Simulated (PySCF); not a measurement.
difluoromethyl(methyl)silane (C2H6F2Si), SMILES C[SiH2]C(F)F. Atoms are numbered in the order given.

```xyz
11

C     -0.9623    -1.7557     0.0000
Si     0.7062    -0.8990     0.0000
C      0.3726     0.9970     0.0000
F     -0.3722     1.3162    -1.1085
F     -0.3722     1.3162     1.1085
H     -1.5362    -1.4582     0.8913
H     -0.8572    -2.8515     0.0000
H     -1.5362    -1.4582    -0.8913
H      1.5073    -1.2182    -1.2163
H      1.5073    -1.2182     1.2163
H      1.2648     1.6509     0.0000
```
Charge 0, spin multiplicity 1.

Geometry: B3LYP-D3(BJ)/def2-SVP. One conformer was computed; it need not be the lowest.

All values below come from PBE/pcSseg-1 (PySCF).

GIAO shieldings, no solvent; atoms alike by connectivity are averaged. δ = σ(ref) − σ: ¹³C against TMS (σ = 182.0 ppm); ²⁹Si against TMS (σ = 335.4 ppm); ¹⁹F against CFCl3 (σ = 133.6 ppm); ¹H against TMS (σ = 31.49 ppm), references at their B3LYP-D3(BJ)/def2-TZVP geometries, non-relativistic.

| nucleus | atoms | count | δ (ppm) |
|---|---|---|---|
| ¹³C | C3 | 1 | 133.2 |
| ¹³C | C1 | 1 | -11.5 |
| ²⁹Si | Si2 | 1 | -45.7 |
| ¹⁹F | F4, F5 | 2 | -166.4 |
| ¹H | H11 | 1 | 6.90 |
| ¹H | H9, H10 | 2 | 4.39 |
| ¹H | H6, H7, H8 | 3 | 0.70 |
